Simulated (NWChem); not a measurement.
# C₂H₃I; SMILES C=CI

```xyz
6

C     -0.3563     2.4409     0.0000
C      0.5208     1.4434     0.0000
I     -0.0103    -0.5813     0.0000
H     -1.4374     2.2814     0.0000
H      0.0071     3.4737     0.0000
H      1.6031     1.5943     0.0000
```
Atoms are numbered in this order, from 1.

All runs: NWChem. Structure relaxed at the PBE0/def2-SVP level. def2 effective core potentials on I; no spin-orbit coupling. Level: PBE0/def2-SVP with COSMO at NWChem's default radii, gas-phase geometry; rows give the dielectric constant.

```tsv
dielectric constant	electrostatic solvation energy (kcal/mol)	dipole in solution (D)
7.6	-2.1	1.56
11.7	-2.2	1.59
25.0	-2.3	1.61
37.5	-2.3	1.62
46.7	-2.4	1.62
```
